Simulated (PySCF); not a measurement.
Computed shifts of a molecule C2H9ClOSi2, PySCF with KT2/pcSseg-1, GIAO, gas phase, equivalent atoms averaged, in ppm (number of nuclei): ¹³C: 8.6 (2). ²⁹Si: 32.2 (1), -33.4 (1). ¹H: 5.57 (3), 0.95 (6). References: ¹³C against TMS (σ = 185.1 ppm); ²⁹Si against TMS (σ = 361.9 ppm); ³⁵Cl against HCl (σ = 945.4 ppm); ¹⁷O against H2O (σ = 330.4 ppm); ¹H against TMS (σ = 31.47 ppm), references at their B3LYP-D3(BJ)/def2-TZVP geometries, non-relativistic (without spin–orbit terms, shifts of atoms bonded to Cl or Br come out too high). The structure is a stationary point at PBE-D3(BJ)/def2-SVP. The values are those of a single conformer.

Task: Pick the molecule that these values belong to.
A. C[Si](C)(Cl)O[SiH3]
B. CO[SiH2][Si@H](C)Cl
C. C[C@](O)([SiH3])[SiH2]Cl
D. COC[SiH2][SiH2]Cl

Result: A, C[Si](C)(Cl)O[SiH3]
